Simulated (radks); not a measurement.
The oxygen anion O2-, [Ne], held by a Watson sphere: a shell of charge +2 at radius R that stands for the Madelung well of a crystal (potential energy -2/R inside, -2/r outside, in hartree with lengths in bohr). Calculated with a radial shooting solver on a logarithmic mesh with Libxc functionals: non-relativistic Kohn-Sham, LDA (Slater exchange, Perdew-Wang correlation), spin-polarised, spherical densities, point nucleus. Response by self-consistent Sternheimer equations with the Hartree and adiabatic LDA kernel. The sphere does not respond.

| R (bohr) | e(1s) (eV) | e(2s) (eV) | e(2p) (eV) | <r> 2p (bohr) | sum of <r^2> (bohr^2) | X-ray form factor at sin(theta)/lambda = 0.2 1/angstrom | alpha (bohr^3) |
|---|---|---|---|---|---|---|---|
| 1.85 | -504.20 | -22.573 | -8.439 | 1.454 | 20.68 | 6.173 | 12.60 |
| 2.73 | -503.67 | -19.286 | -5.658 | 1.649 | 26.85 | 5.824 | 29.56 |
| 2.85 | -503.55 | -18.971 | -5.364 | 1.673 | 27.71 | 5.797 | 33.04 |
| 3.19 | -503.19 | -18.205 | -4.628 | 1.737 | 30.18 | 5.741 | 45.02 |
| 3.33 | -503.05 | -17.936 | -4.362 | 1.763 | 31.23 | 5.724 | 51.02 |
| 3.49 | -502.90 | -17.658 | -4.081 | 1.791 | 32.45 | 5.708 | 58.76 |
| 3.76 | -502.65 | -17.248 | -3.659 | 1.838 | 34.58 | 5.689 | 74.32 |
| 3.85 | -502.57 | -17.127 | -3.532 | 1.854 | 35.32 | 5.684 | 80.31 |
| 3.87 | -502.56 | -17.101 | -3.504 | 1.857 | 35.48 | 5.683 | 81.70 |
